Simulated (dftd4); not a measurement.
CH9AlO2Si2 (SMILES [CH3][Al]([O][SiH3])[O][SiH3]), singlet, geometry from GFN2-xTB (such geometries of metal compounds can be far from the true shape); D4 for pbe run with dftd4 4.2.0.

Here is a job for dftd4.
```
$ dftd4 mol.xyz --func pbe --charge 0 --json dftd4.json --noedisp --grad

# file mol.xyz
15

Al     0.32822742     0.51741072     0.46892231
C      1.16848016     1.86037234     1.66597219
H      1.79239289     1.38246890     2.42004864
H      0.41324739     2.46018410     2.17392398
H      1.79207614     2.55355308     1.10100796
O     -0.78572777     0.98862120    -0.69801574
Si    -1.87081817     1.39148817    -1.84213483
H     -3.19780629     1.07484934    -1.30942585
H     -1.56441436     0.61829392    -3.04673104
H     -1.71333385     2.83047692    -2.07166942
O      0.70859396    -1.11571406     0.58712668
Si     1.04257281    -2.70645677     0.66099281
H     -0.19532967    -3.40007236     1.02218297
H      2.06855509    -2.86552681     1.69579393
H      1.53928084    -3.11649754    -0.65385383
```

### Question
Predict the main parts of the log of this dftd4 run.

### Answer

```
                    ____  _____ _____     ____  _  _
      -------------|  _ \|  ___|_   _|---|  _ \| || |------------
     |             | | | | |_    | | ___ | | | | || |_           |
     |             | |_| |  _|   | ||___|| |_| |__   _|          |
     |             |____/|_|     |_|     |____/   |_|            |
     |             ===================================           |
     |            E. Caldeweyher, S. Ehlert & S. Grimme          |
     |          Mulliken Center for Theoretical Chemistry        |
     |                    University of Bonn                     |
      -----------------------------------------------------------

Rational (Becke-Johnson) damping: pbe-D4-ATM
---------------------
  s6         1.0000
  s8         0.9595
  s9         1.0000
  a1         0.3857
  a2         4.8069
 alp        16.0000
--------------------

Dispersion energy:      -1.1692025305708E-02 Eh

Gradient norm:           8.0894540889603E-04 Eh/a0
--------------------------------------------------
     #    Z           dE/dx      dE/dy      dE/dz
--------------------------------------------------
     1   13 Al    5.750E-05  9.057E-05  8.191E-05
     2    6 C     1.650E-04  2.610E-04  2.356E-04
     3    1 H     2.375E-05  7.522E-05  4.177E-05
     4    1 H     3.834E-05  4.296E-05  5.710E-05
     5    1 H     4.152E-05  4.549E-05  4.929E-05
     6    8 O    -1.807E-04  1.041E-04 -1.837E-04
     7   14 Si   -2.482E-04  1.320E-04 -2.537E-04
     8    1 H    -5.109E-05  1.345E-05 -3.313E-05
     9    1 H    -3.629E-05  1.396E-05 -5.451E-05
    10    1 H    -3.708E-05  2.607E-05 -4.476E-05
    11    8 O     8.144E-05 -2.613E-04  4.290E-05
    12   14 Si    1.024E-04 -3.600E-04  4.752E-05
    13    1 H     1.615E-06 -6.299E-05  1.055E-05
    14    1 H     2.039E-05 -6.006E-05  1.039E-05
    15    1 H     2.136E-05 -6.054E-05 -7.280E-06
--------------------------------------------------

Virial:
--------------------------------------------------
      component           x          y          z
--------------------------------------------------
          x       2.785E-03 -1.200E-03  2.767E-03
          y      -1.200E-03  5.825E-03 -2.744E-04
          z       2.767E-03 -2.744E-04  3.209E-03
--------------------------------------------------

[Info] Dispersion results written to 'dftd4.txt'
[Info] JSON dump of results written to 'dftd4.json'
```
